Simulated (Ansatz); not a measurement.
Ansatz (a program for electronic structure) input (B3LYP/STO-3G):

Ansatz 0.2 input:
```yaml
crystal:
  periodic: [false, false, false]
  atoms:
    - {symbol: Be, position_ang: [-0.00000000, -0.00000000, -1.47034744]}
    - {symbol: Cl, position_ang: [0.00000000, 0.00000000, 0.34596410]}
basis:
  gaussian:
    orbitals: STO-3G
hamiltonian:
  xc: {name: B3LYP}
total_charge: 1
```

What final total energy does it give?

-469.44501 Eh.
